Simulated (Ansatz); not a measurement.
Two structures of GaH3ClO2F, singlet, reached by relaxing down either side of one saddle point (PBE0-D4/def2-TZVP). Energies are electronic, without zero-point energy. Ansatz 0.2.0; basis: def2-TZVPP and def2-QZVPP; cores frozen in the correlated methods. Filled d shells of the heavier atoms are correlated. The def2 sets are not built for correlating such inner shells, so the correlated values are less sure here. Extrapolation: Hartree–Fock as exp(−7.88 √X), correlation as X^−2.97. First:

```tsv
atom	x (Å)	y (Å)	z (Å)
Ga1	-0.4419	0.1423	0.1430
Cl2	0.8406	1.7460	-0.6290
O3	-1.6404	-0.5744	-0.9371
O4	-0.5642	-0.0737	1.8909
H5	1.8510	-0.3028	-0.6508
F6	1.4129	-1.0765	-0.3472
H7	-1.5348	-0.3050	-1.8519
H8	0.0769	0.4440	2.3822
```

Second:

| atom | x (Å) | y (Å) | z (Å) |
| --- | --- | --- | --- |
| Ga1 | -0.4150 | -0.2908 | 0.2101 |
| Cl2 | 1.2167 | 1.6635 | -0.7589 |
| O3 | -1.7405 | -0.3055 | -0.9568 |
| O4 | -0.6512 | 0.1983 | 1.8906 |
| H5 | 1.8844 | 0.5566 | -0.8193 |
| F6 | 1.0614 | -1.2108 | -0.1923 |
| H7 | -1.4877 | -0.6806 | -1.8032 |
| H8 | 0.1320 | 0.0691 | 2.4299 |

Which bonds change from the first to the second?

GaH₂ClO₂ ([OH][Ga]([OH])[Cl]) + HF → GaH₂O₂F ([OH][Ga]([OH])[F]) + HCl (still joined by a long Ga–Cl bond); bonds formed: Ga1–F6, Cl2–H5; bonds broken: H5–F6; bonds weakened to dative contacts: Ga1–Cl2.

Give the saddle point's structure and its height above each. (To be estimated.)

The calculation gives: 54.4 kJ/mol above the first and 15.0 kJ/mol above the second (CCSD(T) at an estimated basis limit (MP2 extrapolated from triple and quadruple zeta, plus CCSD(T) − MP2 in triple zeta)).
```
8
angstrom
Ga -0.3977 -0.1454 0.1780
Cl 1.1799 1.5854 -0.7385
O -1.7179 -0.3948 -0.9618
O -0.6286 0.1149 1.9052
H 1.5923 0.2402 -0.6492
F 1.1996 -1.0143 -0.2708
H -1.4213 -0.5654 -1.8583
H 0.1939 0.1793 2.3955
```

No T1 diagnostic of these runs exceeds 0.014.

Labels in which every atom is bracketed show which atoms are joined, not bond orders.

For scale, one of the runs: CCSD(T)/def2-TZVPP, 225 basis functions, launched by `ansatz run in.yaml --threads 8 --pin off --events-out ev --progress --plain --max-ram 19148MiB`. The run took 24 s on 8 CPU threads of an AMD EPYC 9R45 (shared host), with 3.9 GiB of host memory at its peak.
